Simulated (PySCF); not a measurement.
All numbers come from PBE in PySCF with Se def2-TZVP, O def2-TZVP; no relativity; density-fitted integrals. Open shells, if any, are unrestricted.

What shape and geometry does isolated singlet SeO2 take (every ligand bound to Se)?

Counting electrons, selenium keeps 2 of its valence electrons outside its bonds, so the VSEPR class is AX2E1 and the expected shape is bent (C2v), as computed. The lowest minimum found is a singlet of C2v symmetry with Se–O 1.632 Å (×2); O–Se–O 114.0°. Its harmonic wavenumbers are 353 (a1), 919 (a1), 958 (b2) cm⁻¹ and its dipole moment is 2.63 D.
